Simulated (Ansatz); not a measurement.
CH₇FO₂SSi₂ (`C[SiH](F)S[SiH](O)O`) at its PBE0-D4/def2-TZVP geometry, where that method's forces vanish. Charge 0, multiplicity 1.

```xyz
14

C    -1.7198    0.7551    2.0673
Si   -0.4646    0.7335    0.7112
F    -1.1286    1.3640   -0.6186
S     0.0791   -1.2771    0.3107
Si    1.5704   -0.9509   -1.2058
O     1.5333   -2.2617   -2.1766
O     1.3096    0.4787   -1.9462
H    -2.0647    1.7760    2.2485
H    -1.2830    0.3696    2.9915
H    -2.5821    0.1367    1.8098
H     0.7227    1.5686    0.9982
H     2.9349   -0.8962   -0.6627
H     0.6815   -2.5943   -2.4641
H     0.4111    0.7979   -2.0631
```

Problem. What forces (eV/Å) does B3LYP-D4/def2-TZVPP give on these atoms in Ansatz 0.2.0? (Best estimate.)

Solution. Computed: 
```
C1  -0.070  0.015  0.084
Si2  0.132  0.124  0.190
F3  -0.072  0.078 -0.163
S4  -0.047 -0.141  0.075
Si5  0.290 -0.026  0.085
O6  -0.013 -0.101 -0.088
O7  -0.047  0.099 -0.057
H8   0.000 -0.054  0.007
H9  -0.039  0.021 -0.034
H10  0.035  0.036  0.028
H11 -0.083 -0.050 -0.011
H12 -0.081 -0.001 -0.037
H13 -0.008 -0.051 -0.038
H14  0.003  0.052 -0.041
```

B3LYP here is the variant with VWN-RPA as its local correlation; programs differ in this.
